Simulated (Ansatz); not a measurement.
This geometry of CH₆FNOSi (11 atoms, charge 0, multiplicity 1) is a first-order saddle point.

These are results of RKS BHLYP/def2-SVP in Ansatz, not measurements.

```xyz
11
Properties=species:S:1:pos:R:3
O -1.174 -1.241 1.106
C 0.172 -1.046 0.780
N 0.487 0.294 0.379
Si 0.194 0.956 -1.171
F -1.350 1.415 -1.354
H -1.623 -0.403 1.042
H 0.794 -1.316 1.641
H 0.431 -1.728 -0.037
H 0.678 0.922 1.145
H 0.446 -0.082 -2.183
H 1.008 2.172 -1.328
```

Q: Which two structures does it join? (They come from a converged band through this point; their orientation in space is the band's.)

A: No bond is made or broken. The dihedral H6–O1–C2–N3 goes from 59 to -56°.

First end point:

```xyz
11
Properties=species:S:1:pos:R:3
O -1.117 -0.998 1.481
C 0.098 -1.006 0.803
N 0.539 0.291 0.372
Si 0.291 0.960 -1.178
F -1.260 1.367 -1.429
H -1.789 -0.633 0.907
H 0.820 -1.438 1.500
H 0.064 -1.658 -0.081
H 0.735 0.916 1.139
H 0.599 -0.050 -2.204
H 1.085 2.193 -1.290
```

Last end point:

```xyz
11
Properties=species:S:1:pos:R:3
O -1.158 -1.317 0.684
C 0.205 -1.034 0.740
N 0.539 0.313 0.367
Si 0.151 1.005 -1.151
F -1.375 1.540 -1.233
H -1.630 -0.691 1.229
H 0.619 -1.227 1.737
H 0.670 -1.742 0.049
H 0.736 0.928 1.140
H 0.308 -0.026 -2.188
H 0.999 2.192 -1.353
```

Q: How far does it lie above each of them?

A: 2.3 kcal/mol above the first and 1.4 kcal/mol above the second. This is the barrier of this one path; another mechanism may lie lower.

Run time: 58 s on 2 threads of AMD EPYC 7R13 Processor (Zen 3), on a shared host, peak memory 0.24 GiB.
